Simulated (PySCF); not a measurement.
# Phosphorus: a sound run and one with changed settings

Sound run: P⁺ [Ne] 3s2 3p2, P²⁺ [Ne] 3s2 3p1. Computed with PySCF 2.14 in pcseg-2 (5s4p2d1f, 34 functions), with no relativity, point nucleus. The sound run starts from symmetry-adapted Hartree-Fock orbitals and uses a fine grid where one is needed.

A second run was set up differently.

```json
{"species": "P⁺", "method": "UHF", "sound run (hartree)": "-340.34439", "changed run (hartree)": "-340.34439", "converged": "yes"}
{"species": "P⁺", "method": "B3LYP", "sound run (hartree)": "-340.90694", "changed run (hartree)": "-340.90727", "converged": "yes"}
{"species": "P⁺", "method": "PBE0", "sound run (hartree)": "-340.75380", "changed run (hartree)": "-340.75417", "converged": "yes"}
{"species": "P²⁺", "method": "UHF", "sound run (hartree)": "-339.64061", "changed run (hartree)": "-339.64061", "converged": "yes"}
{"species": "P²⁺", "method": "B3LYP", "sound run (hartree)": "-340.18151", "changed run (hartree)": "-340.18140", "converged": "yes"}
{"species": "P²⁺", "method": "PBE0", "sound run (hartree)": "-340.02564", "changed run (hartree)": "-340.02548", "converged": "yes"}
```

Ionisation energy of P⁺:

```tsv
method	sound run (eV)	changed run (eV)
UHF	19.151	19.151
B3LYP	19.740	19.752
PBE0	19.814	19.829
```

**Question.** What was changed?
A. a valence shell is frozen
B. angular grid far too coarse
C. too few SCF iterations
D. basis contracted for another Hamiltonian

**Answer.** B. It used 14 angular points. A coarse angular grid integrates products of high-l functions wrongly, so density functionals can shift, and the SCF can exploit the error; Hartree-Fock and MP2 need no grid.
